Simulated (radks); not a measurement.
All-electron atom: O- in [He] 2s2 2p5. Calculated with a radial shooting solver on a logarithmic mesh with Libxc functionals: non-relativistic Kohn-Sham, r2SCAN, spin-polarised, spherical densities, point nucleus; open shells are filled with parallel spins first; meta-GGA in the generalised Kohn-Sham scheme; Watson sphere of charge +1 and radius 2.03 bohr.

Local quantities along the radius. ELF = 1/(1 + alpha^2) is the electron localisation function; alpha = (tau - tau_W)/tau_unif compares the Pauli kinetic energy density with that of the uniform gas (summed over spins); 4 pi r^2 rho is in e/bohr.

r (bohr)	ELF	alpha	4 pi r^2 rho
0.006289	1.000	0.003223	0.1399
0.007805	1.000	0.003329	0.2103
0.009687	1.000	0.003467	0.3144
0.01202	1.000	0.003646	0.4665
0.01492	1.000	0.003883	0.6861
0.01852	1.000	0.004199	0.9979
0.02298	1.000	0.004628	1.431
0.02853	1.000	0.005226	2.018
0.0354	1.000	0.006082	2.787
0.04394	1.000	0.007350	3.748
0.05453	1.000	0.009310	4.881
0.06714	1.000	0.01236	6.063
0.08333	1.000	0.01781	7.240
0.1034	0.999	0.02809	8.147
0.1284	0.998	0.04944	8.529
0.1593	0.990	0.09900	8.190
0.1977	0.951	0.2281	7.122
0.2454	0.741	0.5919	5.600
0.3045	0.294	1.551	4.142
0.378	0.115	2.778	3.298
0.4691	0.163	2.268	3.319
0.5822	0.447	1.112	3.981
0.7225	0.727	0.6130	4.717
0.8968	0.829	0.4536	4.966
1.113	0.850	0.4195	4.513
1.381	0.828	0.4560	3.529
1.714	0.758	0.5646	2.379
2.128	0.619	0.7851	1.364
2.641	0.395	1.237	0.6414
3.277	0.169	2.217	0.2411
4.068	0.047	4.528	0.07029
5.048	0.008	10.80	0.01518

On this mesh the ELF has minima near r = 0.38 bohr, which separate the shells, and maxima near 1.1 (0.85).
